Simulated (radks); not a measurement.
Q: The mean radii <r> (bohr) of the occupied orbitals of an atom or ion are listed with their occupations. Method: scalar-relativistic Kohn-Sham, PBE, spin-polarised, spherical densities, finite nucleus; Fermi nuclear charge, rms radius of each element as measured or else 0.836 A^(1/3) + 0.57 fm; computed with a radial shooting solver on a logarithmic mesh with Libxc functionals.

| orbital | occ. | <r> |
|---|---|---|
| 1s | 2 | 0.03111 |
| 2s | 2 | 0.1348 |
| 2p | 6 | 0.1175 |
| 3s | 2 | 0.3647 |
| 3p | 6 | 0.3625 |
| 3d | 10 | 0.3378 |
| 4s | 2 | 0.7935 |

Name the element and its charge. Open shells, if any, are filled with parallel spins first.

A: Z = 47, silver, charge +17: Ag17+ in [Ar] 3d10 4s2. The 1s radius gives Z: for a bare nucleus <r> = (2 gamma + 1)/(2Z) with gamma = sqrt(1 - (Z/c)^2), 0.03062 bohr for Z = 47, and screening makes it slightly larger (0.03111 here). The occupations add up to 30, and the charge is Z minus that.
